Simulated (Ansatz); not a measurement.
`[F][GaH][B](S)Cl`. The species carries charge 0 and has multiplicity 1. All single points use the PBE0-D4/def2-TZVP geometry. It is one conformer, not always the lowest.

```xyz
7

F    -0.576    1.707   -1.052
Ga    0.835    0.759   -0.523
B     0.090   -0.873    0.549
S    -1.673   -0.996    0.714
Cl    1.089   -2.110    1.283
H     2.184    1.387   -0.988
H    -1.949    0.125    0.017
```

What is the dipole moment at B3LYP/def2-TZVPP? (Best estimate.)

Computed: 1.03 D, with components (0.81, -0.57, 0.32) D in this frame, pointing from negative to positive charge.

And with PBE, r2SCAN, ωB97M-V? (Estimate.)

Ansatz gave: PBE 0.92 D, r2SCAN 0.93 D, ωB97M-V 1.04 D.

Give the Mulliken charges with B3LYP, r2SCAN, PBE in def2-TZVPP. (Best estimate.)

Ansatz gave: 
```tsv
atom	B3LYP	r2SCAN	PBE
F1	-0.42	-0.41	-0.37
Ga2	0.36	0.39	0.30
B3	0.16	0.12	0.12
S4	-0.09	-0.07	-0.08
Cl5	-0.12	-0.12	-0.10
H6	-0.04	-0.05	-0.03
H7	0.15	0.14	0.15
```

B3LYP here is the variant with VWN-RPA as its local correlation; programs differ in this.
